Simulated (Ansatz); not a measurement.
Geometry optimisation, RKS PBE-D4/def2-SVP in Ansatz.

input.yaml

```yaml
crystal:
  periodic: [false, false, false]
  atoms:
    - { symbol: O, position_ang: [-1.8583, 0.0626, 1.0979] }
    - { symbol: C, position_ang: [-0.7961, 0.2516, 1.5678] }
    - { symbol: Si, position_ang: [0.6312, 0.5048, 0.4079] }
    - { symbol: C, position_ang: [0.3748, -0.0161, -1.3184] }
    - { symbol: S, position_ang: [-0.0423, -1.8157, -1.3945] }
    - { symbol: H, position_ang: [-0.5862, 0.2647, 2.6482] }
    - { symbol: H, position_ang: [1.8858, -0.2135, 0.9532] }
    - { symbol: H, position_ang: [1.0961, 1.958, 0.4084] }
    - { symbol: H, position_ang: [-0.5561, 0.5275, -1.6815] }
    - { symbol: H, position_ang: [1.01501, -2.32054, -2.12363] }
    - { symbol: H, position_ang: [-1.244, -1.7582, -0.7288] }
basis:
  gaussian: { orbitals: def2-SVP }
hamiltonian:
  xc: pbe
  dispersion: d4
relax:
  f_tol: 0.02
  max_steps: 50
output:
  orbitals: {}
```

Command:

```bash
$ ansatz run input.yaml --threads 2 --pin off --max-ram 3072MiB --backend cpu --events-out ev --progress --plain --runs-dir out
```

Task: Where does it end, and by what steps?

Result: The forces met the threshold. After 20 steps the energy has fallen by 3.159 eV; O1 moved furthest, 0.98 Å.

```tsv
step	energy less start (eV)	largest force component (eV/Å)	accepted
0	0.0000	4.393	yes
1	-0.9944	2.106	yes
2	-1.7241	2.166	yes
3	-2.2902	2.170	yes
4	-2.7779	1.108	yes
5	-3.0021	0.908	yes
6	-2.9710	1.601	no
7	-3.0819	0.485	yes
8	-3.1153	0.140	yes
9	-3.1365	0.145	yes
10	-3.1415	0.735	yes
11	-3.1526	0.155	yes
12	-3.1559	0.096	yes
13	-3.1485	0.455	no
14	-3.1572	0.058	yes
15	-3.1583	0.031	yes
16	-3.1587	0.025	yes
17	-3.1590	0.021	yes
18	-3.1591	0.033	yes
19	-3.1590	0.062	no
20	-3.1592	0.008	yes
```

```xyz
11
Properties=species:S:1:pos:R:3
O -1.425 -0.770 1.391
C -0.685 0.157 1.691
Si 0.773 0.641 0.482
C 0.429 -0.140 -1.135
S -0.128 -1.727 -1.091
H -0.844 0.696 2.683
H 2.008 0.182 1.232
H 0.869 2.139 0.338
H 0.207 0.468 -2.026
H 0.215 -2.320 -2.304
H -1.498 -1.882 -1.423
```

Whether the end is a true minimum wasn't checked by a vibrational analysis.

The run took 51 s on 2 threads of Arm Neoverse V1 (shared host), peak memory 0.15 GiB.
